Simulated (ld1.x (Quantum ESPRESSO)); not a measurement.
**Reading a pseudo-wave (B)**

Columns: radius, all-electron u(r) and pseudo u(r) of the 2p shell (level -13.25 eV) of boron in the configuration [He] 2s2 2p0; PBEsol, non-relativistic, ultrasoft scheme, ld1.x (Quantum ESPRESSO) 7.5.

```json
{"r (bohr)": "0.205", "all-electron": "0.1106", "pseudo": "0.0081"}
{"r (bohr)": "0.410", "all-electron": "0.2929", "pseudo": "0.0318"}
{"r (bohr)": "0.615", "all-electron": "0.4548", "pseudo": "0.0690"}
{"r (bohr)": "0.820", "all-electron": "0.5756", "pseudo": "0.1167"}
{"r (bohr)": "1.025", "all-electron": "0.6565", "pseudo": "0.1709"}
{"r (bohr)": "1.230", "all-electron": "0.6991", "pseudo": "0.2274"}
{"r (bohr)": "1.435", "all-electron": "0.7097", "pseudo": "0.2817"}
{"r (bohr)": "1.640", "all-electron": "0.6954", "pseudo": "0.3297"}
{"r (bohr)": "1.845", "all-electron": "0.6634", "pseudo": "0.3681"}
{"r (bohr)": "2.050", "all-electron": "0.6198", "pseudo": "0.3947"}
{"r (bohr)": "2.255", "all-electron": "0.5694", "pseudo": "0.4081"}
{"r (bohr)": "2.460", "all-electron": "0.5161", "pseudo": "0.4084"}
{"r (bohr)": "2.665", "all-electron": "0.4628", "pseudo": "0.3967"}
{"r (bohr)": "2.870", "all-electron": "0.4114", "pseudo": "0.3750"}
{"r (bohr)": "3.075", "all-electron": "0.3633", "pseudo": "0.3458"}
{"r (bohr)": "3.280", "all-electron": "0.3190", "pseudo": "0.3121"}
{"r (bohr)": "3.485", "all-electron": "0.2787", "pseudo": "0.2768"}
{"r (bohr)": "3.690", "all-electron": "0.2425", "pseudo": "0.2422"}
{"r (bohr)": "3.895", "all-electron": "0.2101", "pseudo": "0.2101"}
{"r (bohr)": "4.100", "all-electron": "0.1814", "pseudo": "0.1814"}
{"r (bohr)": "4.305", "all-electron": "0.1561", "pseudo": "0.1561"}
{"r (bohr)": "4.510", "all-electron": "0.1339", "pseudo": "0.1339"}
{"r (bohr)": "4.715", "all-electron": "0.1145", "pseudo": "0.1145"}
{"r (bohr)": "4.920", "all-electron": "0.0977", "pseudo": "0.0977"}
{"r (bohr)": "5.125", "all-electron": "0.0832", "pseudo": "0.0832"}
{"r (bohr)": "5.330", "all-electron": "0.0706", "pseudo": "0.0706"}
```

Task: How many radial nodes do the two functions have?

Result: The all-electron 2p function has n − l − 1 = 0; the pseudo-wave has 0.

Task: At about which radius was the pseudo-wave matched?

Result: 4.10 bohr. The columns agree to 0.0005 from 3.69 bohr on; several derivatives are matched, so the curves merge somewhat inside the radius.

Task: Is the pseudo-wave norm-conserving?

Result: No, it belongs to an ultrasoft set: the norm inside the radius is not constrained, and the difference is carried by the augmentation charge.
